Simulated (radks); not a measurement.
Problem. The arsenic ion As4+, [Ar] 3d10 4s1. Calculated with a radial shooting solver on a logarithmic mesh with Libxc functionals: non-relativistic Kohn-Sham, exchange-only PBE, spin-polarised, spherical densities, point nucleus. Every spin shell is full or empty, so the densities are truly spherical. Functionals are evaluated on that one density, not self-consistently. Rank these orbital-free kinetic functionals by their error against the exact value of the orbitals, and give that value: Thomas-Fermi, von Weizsacker, TF + vW, TF + vW/9, TF + vW/5, LC94, APBEK, revAPBEK, Perdew 92, Thakkar, Pearson, LKT, PG1, DePristo-Kress, Ernzerhof.

Solution. Exact: 2230.19 hartree. From best to worst, with 100 (|E| - |E exact|)/|E exact| (equal figures are ties): LC94 -0.03, APBEK +0.05, DePristo-Kress -0.13, revAPBEK +0.28, Ernzerhof -0.41, Thakkar -0.51, Perdew 92 -0.78, TF + vW/9 -0.79, Pearson -1.18, TF + vW/5 +3.47, Thomas-Fermi -6.11, PG1 +17.91, LKT +22.62, TF + vW +41.78, von Weizsacker -52.11.
